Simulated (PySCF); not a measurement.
# Ni (nickel, neutral) across methods

[Ar] 3d7 4s2 5s1, high-spin 5F determinant (an excited configuration). Calculation: PySCF 2.14, in aug-cc-pVDZ-DK; scalar relativity by spin-free X2C-1e.

```
   method  E (hartree)  mean ε 4s α (eV)  mean ε 4s β (eV)  mean ε 5s α (eV)  Σ⟨r²⟩ (bohr²)   ⟨S²⟩
      PBE    -1519.896           -11.335           -10.590            -1.799          89.82  6.002
     PBE0    -1519.914           -12.241           -11.471            -2.082          91.16  6.003
   r2SCAN    -1520.112           -11.447           -10.854            -1.782          89.28  6.005
      UHF  -1518.76466           -14.170           -13.203            -2.613          95.96  6.005
   revPBE    -1520.052           -11.258           -10.523            -1.809          90.82  6.002
  r2SCAN0    -1520.084           -12.308           -11.654            -2.042          89.39  6.005
BHandHLYP    -1520.130           -13.006           -12.351            -2.145          91.02  6.003
      LDA    -1517.343           -11.565           -10.857            -1.771          87.68  6.002
```

The outer electron is Rydberg-like, and this basis confines it to a smaller radius and binds it less than a complete one would.
